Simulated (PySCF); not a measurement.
C2H7Ga. Atoms are numbered in the order given.

```xyz
10

Ga    -0.0630    -0.8243     0.0000
H      0.9165    -2.0641     0.0000
H     -1.6240    -1.0751     0.0000
C      0.6698     1.0238     0.0000
C     -0.3568     2.1610     0.0000
H      1.3431     1.0977    -0.8746
H      1.3431     1.0977     0.8746
H     -1.0135     2.1177     0.8845
H     -1.0135     2.1177    -0.8845
H      0.1240     3.1545     0.0000
```
Charge 0, spin multiplicity 1.

The structure is a stationary point at B3LYP-D3(BJ)/def2-SVP. The structure was generated by enumeration; whether it is a known compound was not checked.

Computed with ωB97X/def2-TZVPD (PySCF).

Isolated molecule, no solvent.

Computed frontier levels, gap, dipole moment and polarisability:
The highest occupied level is -9.84 eV and the lowest empty level comes out as 0.47 eV. The orbital gap is 10.30 eV and the dipole moment is 0.72 D. The quadrupole, principal values (traceless, Buckingham form, about the centre of nuclear charge) is -3.57, -2.35, 5.92 D·Å, the mean static polarisability is 57.4 bohr³ (8.50 Å³) and the polarisability, principal values is 45.8, 57.9, 68.4 bohr³.
